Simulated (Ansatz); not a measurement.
Consider the cleavage of the B–Si bond: `B[SiH2][SiH2][SiH3]` + `N[SiH3]` → `BN[SiH3]` + `[SiH3][SiH2][SiH3]`.

Isolated molecules relaxed with PBE0-D4/def2-TZVP in Ansatz; ΔE leaves out vibrations. CCSD(T)/CBS adds triple-zeta CCSD(T) − MP2 to the extrapolated MP2 energy (def2 sets, frozen cores). This one scheme is used for every species. Functionals use def2-TZVPP. HSE06 is defined as in plane-wave codes. One conformer a species, not always the lowest.

```
             level  ΔE (kJ/mol)  difference from CCSD(T)/CBS
           BLYP-D4       -156.6                         -1.8
          HSE06-D4       -149.8                          5.0
            B2PLYP       -161.3                         -6.5
          PBE-QIDH       -155.9                         -1.1
               PBE       -149.6                          5.2
              BLYP       -158.9                         -4.1
              PBE0       -151.3                          3.5
             BHLYP       -163.0                         -8.2
         CAM-B3LYP       -164.8                        -10.0
       HF/def2-SVP       -172.5                        -17.7
     CCSD/def2-SVP       -174.3                        -19.5
     HF/def2-TZVPP       -163.3                         -8.5
    MP2/def2-TZVPP       -161.5                         -6.7
SCS-MP2/def2-TZVPP       -162.4                         -7.6
    MP2/def2-QZVPP       -160.2                         -5.4
      HF/CBS(def2)       -163.7                         -8.9
       CCSD(T)/CBS       -154.8                            0
```

Largest T1 diagnostic among the species: 0.014.

Leaving LDA and LC-ωPBE aside and taking each functional with its dispersion term where it has one, the values, not all of them listed here, spread over 16.4 kJ/mol, from CAM-B3LYP-D4 to revPBE-D4. LDA lies −9.0 kJ/mol from PBE without D4. From BLYP to BHLYP (50 % exact exchange), in def2-TZVPP and without D4, ΔE moves by −4.1 kJ/mol. At CCSD(T), def2-SVP lies −20.8 kJ/mol from the extrapolated value and def2-TZVPP −2.4 kJ/mol.
